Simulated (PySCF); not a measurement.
Gas-phase reaction: GeH₂ + SiH₄ ⇌ H₃SiGeH₃

Method: PySCF energies (xtb for GFN2) plus ideal-gas RRHO corrections (1 bar). † marks an energy on the PBE0/def2-TZVP geometry and frequencies; other levels use their own. MP2 freezes the core. All species are closed-shell singlets. Ge: all electrons, no relativistic terms. GeH₂: computed as isolated molecules; such fragments, hydroxides, amides, oligomers or adducts are transient or little studied in the gas. MP2 isn't extrapolated to the basis-set limit; its ΔH°(298 K) is -180.5 kJ in def2-SVP and -190.7 kJ in def2-TZVPP. The harmonic model lacks anharmonicity and excited electronic states, which grow with temperature; levels with a mode under 35 cm⁻¹ are left out. Internal rotation in H₃SiGeH₃ is treated as a harmonic vibration of one conformer, which makes the entropy rough.

| level | ΔE electronic, kJ | ΔH°(298 K), kJ | ΔS°(298 K), J/K | ΔG°(2500 K), kJ |
|---|---|---|---|---|
| GFN2-xTB | -60 | -48 | -122 | 223 |
| HF/def2-TZVP† | -151 | -141 | -132 | 151 |
| MP2/def2-SVP† | -191 | -181 | -132 | 112 |
| PBE0/def2-TZVP | -194 | -184 | -132 | 108 |
| LDA/def2-TZVP† | -228 | -218 | -132 | 74 |
| ωB97M-V/def2-TZVP† | -176 | -166 | -132 | 126 |
| ωB97X-V/def2-TZVP† | -190 | -180 | -132 | 112 |
ΔH° is lowest at LDA/def2-TZVP† and highest at GFN2-xTB. No reference value is set beside these.
